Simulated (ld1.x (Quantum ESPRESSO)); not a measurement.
## What the settings do to the ultrasoft potential of Pd (Z = 46)

Base potential:

ld1.x (Quantum ESPRESSO) 7.5 input, shortened:

```
&input
   title='Pd', zed=46., rel=1, dft='PBESOL', iswitch=3,
   config='[Kr] 4d10 5s0'
 /
 &inputp
   pseudotype=3, tm=.true., lloc=-1, rcloc=1.55,
   nlcc=.false.
 /
6
4S  1  0   2.00   0.00  1.50  1.80  0.0
5S  2  0   0.00   0.00  1.50  1.80  0.0
4P  2  1   6.00   0.00  1.05  1.25  0.0
4P  2  1   0.00  -1.70  1.05  1.25  0.0
4D  3  2  10.00   0.00  1.00  1.30  0.0
4D  3  2   0.00   0.95  1.00  1.30  0.0
 &test
   configts(1)='4s2 4p6 4d10 5s0'
 /
```

Cutoffs, loose and tight: the cutoffs (Ry, on a coarse ladder) from which the occupation-weighted sum of valence levels, in a spherical-Bessel basis at the reference potential, stays within 10 and 1 mRy of its value at 400 Ry. They do not see the model core or the augmentation charge, which bear on the density cutoff. Test errors are all-electron minus pseudo excitation energies from the reference, over the configurations 4s2 4p6 4d9 5s0; 4s2 4p6 4d8 5s0; 4s2 4p6 4d7 5s0; 4s2 4p6 4d9 5s1; 4s2 4p6 4d8 5s1; 4s2 4p6 4d9.5 5s0; 4s1 4p6 4d10 5s0. A dash means not determined; rows that change the core or the reference have their own tests.

Cutoffs are not given where the Bessel-basis levels miss the radial ones by over 6 mRy, ghosts where they miss by over 20 mRy; a channel whose overlap is not positive is not tested.

A file whose overlap is not positive is unfit for use, and its test errors describe a broken file.

```tsv
change	outcome	bound ghosts	largest test error (meV)
base	generated, overlap not positive	not determined (overlap not positive)	-2802
waves 4p (bound): rcut 0.80, rcutus 0.84 bohr; 4p channel at -1.7 Ry: rcut 0.80, rcutus 0.84 bohr	generated, overlap not positive	not determined (overlap not positive)	-2802
waves 4p (bound): rcut 0.98, rcutus 1.04 bohr; 4p channel at -1.7 Ry: rcut 0.98, rcutus 1.04 bohr	generated, overlap not positive	not determined (overlap not positive)	-2802
waves 4p (bound): rcut 1.05, rcutus 1.26 bohr; 4p channel at -1.7 Ry: rcut 1.05, rcutus 1.26 bohr	generated, overlap not positive	not determined (overlap not positive)	-2802
waves 4p (bound): rcut 1.05, rcutus 1.48 bohr; 4p channel at -1.7 Ry: rcut 1.05, rcutus 1.48 bohr	generated, overlap not positive	not determined (overlap not positive)	-2803
waves 4p (bound): rcut 1.05, rcutus 1.62 bohr; 4p channel at -1.7 Ry: rcut 1.05, rcutus 1.62 bohr	generated, overlap not positive	not determined (overlap not positive)	-2808
waves 4p (bound): rcut 1.05, rcutus 1.88 bohr; 4p channel at -1.7 Ry: rcut 1.05, rcutus 1.88 bohr	generated, overlap not positive	not determined (overlap not positive)	-2841
```
